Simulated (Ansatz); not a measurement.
`C[O][In]([OH])[O]C`, 13 atoms. The species carries charge 0 and has multiplicity 1. Correlated methods include outer-core shells of In, which these sets cover unevenly. In takes the def2 core potential. All runs use 4 threads of an Intel Xeon Platinum 8488C on a shared host. Correlated methods freeze the cores.

Give the basis size and wall time and peak host memory of each of these runs in Ansatz. RKS PBE0-D4/def2-TZVP relaxation (19 steps); RKS BHLYP-D4/def2-TZVPP energy; RKS PBE0-D4/def2-SVP energy; RHF-CCSD(T)/def2-SVP energy; RKS PBE0-D4/def2-TZVP frequencies; RKS BLYP-D4/def2-TZVPP energy; RHF-MP2/def2-QZVPP energy; RKS ωB97X-V/def2-TZVPP energy; direct RPA on PBE orbitals/def2-TZVPP energy; RKS PBE0-D4/def2-QZVPP energy; RKS ωB97M-V/def2-SVP energy; RHF-MP2/def2-TZVPP energy. (Estimate.)

The calculation gave: Other jobs shared the machine, so times are rough.

```
                                level                    job  functions  wall time  peak host memory (GiB)
                 RKS PBE0-D4/def2-SVP                 energy        131      1.1 s                    0.57
               RKS BLYP-D4/def2-TZVPP                 energy        303      2.3 s                    0.44
                 RKS ωB97M-V/def2-SVP                 energy        131      3.5 s                    0.57
              RKS BHLYP-D4/def2-TZVPP                 energy        303      3.5 s                    0.97
                   RHF-MP2/def2-TZVPP                 energy        303        5 s                    0.92
               RKS ωB97X-V/def2-TZVPP                 energy        303        8 s                     1.1
               RKS PBE0-D4/def2-QZVPP                 energy        577        9 s                     2.4
direct RPA on PBE orbitals/def2-TZVPP                 energy        303      9.5 s                    0.99
                 RHF-CCSD(T)/def2-SVP                 energy        131       16 s                     1.1
                   RHF-MP2/def2-QZVPP                 energy        577       30 s                     4.3
                RKS PBE0-D4/def2-TZVP  relaxation (19 steps)        247       75 s                    0.79
                RKS PBE0-D4/def2-TZVP            frequencies        247    3.7 min                    0.79
```
